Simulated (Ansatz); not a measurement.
Reaction (formal exchange of groups at a B–H bond): `B/C=C/C` + `CC(C)CCl` → `C/C=C\BCl` + `CC(C)C`

Calculated with Ansatz (gas phase, PBE0-D4/def2-TZVP geometries, no zero-point term in ΔE). CCSD(T)/CBS adds triple-zeta CCSD(T) − MP2 to the extrapolated MP2 energy (def2 sets, frozen cores). Double bonds are as drawn, so ΔE can hold a change between cis and trans. DFT in def2-TZVPP. B3LYP here is the variant with VWN-RPA as its local correlation; programs differ in this. Each species was taken in one conformer, which may not be the lowest.

`B/C=C/C`:

```xyz
11

B     1.989    0.166    0.758
C     0.733    0.440   -0.063
C    -0.373   -0.305    0.106
C    -1.656   -0.149   -0.621
H     1.975   -0.727    1.559
H     2.988    0.814    0.627
H     0.689    1.238   -0.804
H    -0.338   -1.105    0.846
H    -1.913   -1.075   -1.148
H    -1.620    0.668   -1.342
H    -2.475    0.036    0.083
```

`CC(C)CCl`:

Cartesian coordinates in Å:
```
C -0.304 1.195 -0.821
C 0.213 -0.140 -0.300
C 1.143 0.055 0.887
C -0.975 -1.019 0.044
Cl -0.502 -2.686 0.479
H -0.884 1.716 -0.053
H -0.944 1.067 -1.698
H 0.527 1.845 -1.104
H 0.768 -0.637 -1.104
H 2.002 0.669 0.608
H 0.622 0.562 1.705
H 1.514 -0.900 1.262
H -1.656 -1.108 -0.802
H -1.525 -0.619 0.898
```

`C/C=C\BCl`:

Z-matrix (Å, degrees):
```
C
C 1 1.484
H 1 1.095 2 110.0
H 1 1.095 2 110.0 3 -116.4
H 1 1.088 2 112.9 3 121.8
C 2 1.345 1 127.7 3 -121.8
H 2 1.091 1 114.3 3 58.2
B 6 1.526 2 124.9 1 0.0
H 6 1.088 2 116.6 1 -180.0
Cl 8 1.755 6 119.4 2 -180.0
H 8 1.192 6 125.0 2 0.0
```

`CC(C)C`:

Z-matrix (Å, degrees):
```
C
C 1 1.522
H 1 1.093 2 111.4
H 1 1.093 2 111.4 3 120.6
H 1 1.095 2 110.6 3 -119.7
C 2 1.522 1 111.0 3 -178.3
C 2 1.522 1 111.0 3 57.8
H 2 1.098 1 107.9 3 -60.2
H 6 1.093 2 111.4 1 178.4
H 6 1.095 2 110.6 1 -61.9
H 6 1.093 2 111.4 1 57.8
H 7 1.093 2 111.4 1 -178.3
H 7 1.095 2 110.6 1 62.0
H 7 1.093 2 111.4 1 -57.7
```

```tsv
level	ΔE (kcal/mol)	difference from CCSD(T)/CBS
PBE-D4	-36.5	-0.8
r2SCAN-D4	-37.1	-1.4
PBE0-D4	-36.5	-0.8
ωB97X-V	-35.3	0.4
PBE	-36.7	-1.0
B3LYP	-36.1	-0.4
HF/def2-TZVPP	-35.0	0.7
HF/def2-QZVPP	-34.9	0.8
HF/CBS(def2)	-34.9	0.8
CCSD/CBS(def2)	-35.6	0.1
CCSD(T)/CBS	-35.7	0
```

Largest T1 diagnostic among the species: 0.012.

In def2-TZVPP, CCSD(T) changes the Hartree–Fock value by −1.1 kcal/mol (the triples alone add −0.1 kcal/mol) and MP2 by −1.7 kcal/mol.
